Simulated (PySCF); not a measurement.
# NMR data sheet: C₅H₄F₄O₂

- Formula: C5H4F4O2
- SMILES: O=C([C@@H]1OC[C@H]1F)C(F)(F)F
- InChI: InChI=1S/C5H4F4O2/c6-2-1-11-3(2)4(10)5(7,8)9/h2-3H,1H2/t2-,3-/m1/s1
- Point group of the computed structure: C1
- Degrees of unsaturation: 2
- Carbon signals: 5
- Proton signals: 4

Bonds (- single, = double, # triple, : aromatic): O1=C2 1.194 Å, C2-C3 1.504 Å, C3-O4 1.420 Å, O4-C5 1.433 Å, C5-C6 1.530 Å, C6-F7 1.357 Å, C2-C8 1.560 Å, C8-F9 1.344 Å, C8-F10 1.332 Å, C8-F11 1.332 Å, C6-C3 1.550 Å. C3 carries H12; C5 carries H13, H14; C6 carries H15. Stereochemistry as in O=C([C@@H]1OC[C@H]1F)C(F)(F)F. H14 is cis to C2 on the ring; H13 is trans to C2 on the ring.

- GFN2-xTB geometry
- σ from GIAO-PBE0/pcSseg-1
- run in PySCF 2.14.0 with density-fitted response routines
- rapidly exchanging positions averaged, no relativistic terms, isolated molecule, single conformer

Scale: ¹H, ¹³C against TMS; ¹⁹F against CFCl3; H2O for ¹⁷O (reference shieldings calculated alike).

| carbon | δC, type | δH (multiplicity) | HMBC from (2–3 bonds) | span of the C tensor (ppm) |
| --- | --- | --- | --- | --- |
| C2 | 199.3, C | – | H12, H15 | 189 |
| C3 | 92.9, CH | 5.58 (m) | H15, H13, H14 | 31 |
| C5 | 80.1, CH2 | H13 5.19 (m); H14 5.03 (m) | H12, H15 | 72 |
| C6 | 93.1, CH | 5.46 (m) | H12, H13, H14 | 68 |
| C8 | 125.2, C | – | H12 | 38 |

Other nuclei:
| atoms | nucleus | environment | δ (ppm) | σ (ppm) |
| --- | --- | --- | --- | --- |
| F9/F10/F11 | ¹⁹F | fluorine of a CF3 group | -90.9 | 261.8 |
| F7 | ¹⁹F | fluorine on an sp3 carbon | -189.6 | 360.6 |
| O1 | ¹⁷O | ketone oxygen | 668.4 | -332.3 |
| O4 | ¹⁷O | ether oxygen | 13.5 | 322.6 |

- Carbon types of the structure: 2 × C, 2 × CH, 1 × CH2, which accounts for all hydrogens.
- δC 199.3: ketone carbonyl carbon; the double bond to the heteroatom, with no lone-pair donor beside it, deshields it most.
- δC 125.2: CF3 carbon; 3 electronegative neighbours deshield it.
- δC 93.1: sp3 CH bonded to F; the inductive effect lowers its shielding.
- δC 92.9: sp3 CH bonded to O, α to a carbonyl; deshielded by the electronegative neighbour.
- δC 80.1: sp3 CH2 bonded to O; the inductive effect lowers its shielding.

Splittings by ¹⁹F in the carbon and heteronuclear signals aren't shown, as no couplings were computed. Shifts are as computed. Against solution values, carbons near 30 ppm lie about +3 ppm off and those near 130 ppm about +5 ppm. Of 1309 compounds with measured shifts, 239 miss one by over three times the rms of a fit or turn the order of signals round; such compounds aren't used in these exercises. Unscaled 19F shifts against computed CFCl3 carry errors that often reach 10 to 50 ppm. Unscaled 17O shifts of doubly bonded oxygen tend to come out too high, by tens of ppm or more. Experimental scales use liquid or dissolved standards, which lie at an offset from isolated H2O (liquid H2O: subtract about 36 ppm). No couplings were computed; multiplicities are counted from neighbouring protons, with m where these are inequivalent, close in shift, in a saturated or five-membered ring or joined by F or P, and br s for small geminal =CH2 splittings.
